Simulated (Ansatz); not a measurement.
CH4BNO can be A, `OB1CN1`, or B, `OC1BN1`.

Calculated with Ansatz (gas phase, PBE0-D4/def2-TZVP geometries, no zero-point term in ΔE). CBS: MP2 limit from def2 TZ/QZ plus the TZ coupled-cluster correction, frozen cores. Functionals use def2-TZVPP. B3LYP here is the variant with VWN-RPA as its local correlation; programs differ in this. Each species was taken in one conformer, which may not be the lowest.

A:

```xyz
8

O     0.7021   -1.7406   -0.5039
B     0.3068   -0.4831   -0.2195
C    -0.7095    0.6101    0.1724
N     0.7634    0.7796    0.0024
H    -0.0340   -2.3457   -0.6128
H    -1.3268    1.1636   -0.5335
H    -1.0971    0.6390    1.1926
H     1.3951    1.3770    0.5022
```

B:

```xyz
8

O    -0.476   -0.435   -1.432
C     0.332   -0.250   -0.309
B    -0.263   -0.495    1.103
N    -0.066    0.761    0.652
H    -0.130    0.091   -2.158
H     1.398   -0.296   -0.539
H    -0.677   -1.143    2.002
H    -0.118    1.765    0.681
```

Which isomer does CCSD(T)/CBS put lower? Give the gap. (Best estimate.)

The calculation gave: A, by 38.2 kcal/mol.

Give E(B) − E(A) in kcal/mol with MP2/def2-TZVPP, CCSD(T)/def2-SVP, B3LYP-D4, r2SCAN-D4, HF/def2-TZVPP, B2PLYP, PBE-D4. (Estimate.)

The calculation gave: MP2/def2-TZVPP 39.4, CCSD(T)/def2-SVP 38.5, B3LYP-D4 38.2, r2SCAN-D4 38.5, HF/def2-TZVPP 39.9, B2PLYP 38.7, PBE-D4 36.8. None reverses the order clearly.

Does the order hold for the free energy at 298.15 K (harmonic terms from PBE0-D4)? (Best estimate.)

The calculation gave: Yes: G(B) − G(A) = +37.2 kcal/mol, for one conformer each.

Largest T1 diagnostic: 0.013.

From PBE to PBE0 (25 % exact exchange), in def2-TZVPP and without D4, E(B) − E(A) moves by +1.0 kcal/mol. Leaving LDA and LC-ωPBE aside and taking each functional with its dispersion term where it has one, the values, not all of them listed here, spread over 3.5 kcal/mol, from revPBE-D4 to B97M-V.
